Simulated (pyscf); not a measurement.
# I–SiH(I)–I, singlet

Gas-phase minimum from PySCF at ωB97X-D3(BJ)/def2-SVP, one conformer. 

SMILES: I[SiH](I)I
```xyz
5

I      2.4199    -0.9742    -0.8273
Si     0.2488    -0.0981    -0.2501
I      0.0173     2.1502    -1.0904
I     -1.4797    -1.5044    -1.1717
H      0.1160    -0.0765     1.2222
```

Bonds (Å): I1–Si2 2.411, Si2–I3 2.411, Si2–I4 2.411, Si2–H5 1.478. Bond angles (°): I1–Si2–I3 110.0, I1–Si2–I4 110.0, I1–Si2–H5 108.9, I3–Si2–I4 110.0, I3–Si2–H5 109.0, I4–Si2–H5 108.9.

Properties at ωB97X-D3(BJ)/def2-SVP:

| Property | Value |
|---|---|
| Harmonic wavenumbers, unscaled | 76, 76, 122, 310, 440, 440, 752, 752, 2308 cm⁻¹ |
| Zero-point energy | 7.5 kcal/mol |
| Rotational symmetry number | 3 |
| Entropy of this conformer at 298 K and 1 atm, rigid rotor and harmonic oscillator, modes under 100 cm⁻¹ raised to 100 | 368.7 J/(mol K) |
| Dipole moment | 0.53 D |

Single-point totals, which compare only within one level:

| level | total energy (hartree) |
|---|---|
| ωB97X-D3(BJ)/def2-TZVP | -1183.65366 |
| PBE/def2-TZVP | -1183.16477 |
| r²SCAN/def2-TZVP | -1183.67510 |
| B3LYP-D3(BJ)/def2-TZVP | -1183.66880 |
| PBE0-D3(BJ)/def2-TZVP | -1183.28122 |
| M06-2X/def2-TZVP | -1183.09993 |
| ωB97M-D3(BJ)/def2-TZVP | -1183.62895 |

Elements past Kr carry the def2 core potentials, without spin-orbit coupling.
